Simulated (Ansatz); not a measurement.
## Correcting a cheap level on molecular compounds of W

The vertical ionisation energy (cation less neutral) in eV of 8 molecular compounds of W: x at PBE0-D4/def2-TZVPP, y at CCSD(T)/def2-TZVPP. Shapes, held fixed at every level: PBE0-D4/def2-TZVP. Flexible molecules stand in one conformer, not always the lowest. Programs: Ansatz 0.2.0.

| molecule | x (eV) | y (eV) |
| --- | --- | --- |
| CH4ClFO2SW (SMILES C[O][W]([OH])([F])(=[S])[Cl]) | 9.89 | 10.03 |
| W(OH)4Cl2 | 10.33 | 10.48 |
| W(OH)3Cl3 | 10.49 | 10.63 |
| W(OH)2Cl4 | 10.49 | ? |
| CH3Cl3O2W (SMILES C[O][W](=[O])([Cl])([Cl])[Cl]) | 10.57 | 10.75 |
| W(OH)3Cl2F | 10.66 | 10.79 |
| W(OH)Cl5 | 10.69 | 10.92 |
| W(OH)4ClF | 10.70 | 10.73 |

Problem. Fit y = c + s·x to the known rows and predict y for W(OH)2Cl4.

Solution. 
1. Means of the 7 rows: x = 10.4757, y = 10.619.
2. Σ(Δx)² = 0.50357, Σ(Δx·Δy) = 0.49866, so the slope is 0.49866/0.50357 = 0.99025.
3. Intercept: 10.619 − (0.99025) × 10.4757 = 0.245. The largest residual of the fit is 0.11.
4. W(OH)2Cl4: 0.245 + 0.99025 × 10.49 = 10.63 eV.

CCSD(T)/def2-TZVPP gives 10.69 eV, so the prediction is off by -0.06 eV, within the largest residual. Uncorrected, PBE0-D4/def2-TZVPP misses W(OH)2Cl4 by -0.20 eV, and the other rows by 0.14 on average. The line removes about 70 % of this miss. Left out in turn, the other rows are missed by 0.05 eV on average, so much of the error is systematic among these molecules. Cations run unrestricted. For atoms past krypton def2 sets carry core potentials with scalar relativity. Outer-core shells of W are correlated, in sets that cover them unevenly.
